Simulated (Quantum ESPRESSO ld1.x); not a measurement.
All-electron atom: W in [Xe] 4f14 5d4 6s2 (the NIST ground configuration).

Calculated with ld1.x of Quantum ESPRESSO 7.5: Dirac Kohn-Sham, PW86 exchange with PBE correlation, spin-unpolarised, spherical densities, point nucleus; open shells are shared between the two j in proportion to 2j + 1.

Energy parts (hartree):
total: -16166.25
kinetic: 18219.47
electron-nucleus: -40385.06
Hartree: 6324.77
exchange-correlation: -325.42

Orbitals (lengths in bohr, moments of r in powers of bohr; r(max) is where P^2 peaks; r(90%) holds 90 % of the orbital's charge):
orbital	occ.	eigenvalue (hartree)	r(max)	<r>	r(90%)
1s1/2	2	-2550.72	0.011	0.01834	0.0334
2s1/2	2	-439.886	0.066	0.07692	0.120
2p1/2	2	-420.517	0.049	0.06365	0.106
2p3/2	4	-370.801	0.056	0.07161	0.116
3s1/2	2	-101.326	0.185	0.2004	0.295
3p1/2	2	-92.7183	0.173	0.1905	0.287
3p3/2	4	-81.9658	0.188	0.2052	0.307
3d3/2	4	-67.5273	0.148	0.1797	0.280
3d5/2	6	-65.1911	0.151	0.1842	0.286
4s1/2	2	-20.9253	0.421	0.4493	0.645
4p1/2	2	-17.3554	0.421	0.4546	0.661
4p3/2	4	-14.8716	0.449	0.4876	0.709
4d3/2	4	-9.02178	0.446	0.5047	0.757
4d5/2	6	-8.56423	0.457	0.5161	0.774
4f5/2	6	-1.25877	0.428	0.6030	0.999
4f7/2	8	-1.17672	0.432	0.6126	1.02
5s1/2	2	-2.89223	0.961	1.069	1.54
5p1/2	2	-1.84014	1.03	1.179	1.72
5p3/2	4	-1.48284	1.12	1.284	1.88
5d3/2	1.6	-0.18055	1.47	2.031	3.28
5d5/2	2.4	-0.15437	1.53	2.131	3.47
6s1/2	2	-0.21294	2.65	3.180	4.73

The highest occupied level is 5d5/2 at -4.201 eV. The density falls to 0.001 e/bohr^3 at r = 4.81 bohr. Summed over all electrons, <r^2> = 70.17 bohr^2, which gives a Langevin (diamagnetic) susceptibility term of -55.6 x 10^-6 cm^3/mol. For comparison, the ionisation energy in NIST's Atomic Spectra Database is 7.864 eV (measured). In exact Kohn-Sham theory the highest level is minus the ionisation energy, but local and semilocal functionals leave it too shallow, through self-interaction and a potential that decays too fast; potentials with the right tail come closer.

Beside tabulated values, note that spin-unpolarised runs miss the spin-polarisation part of the exchange energy of open shells.
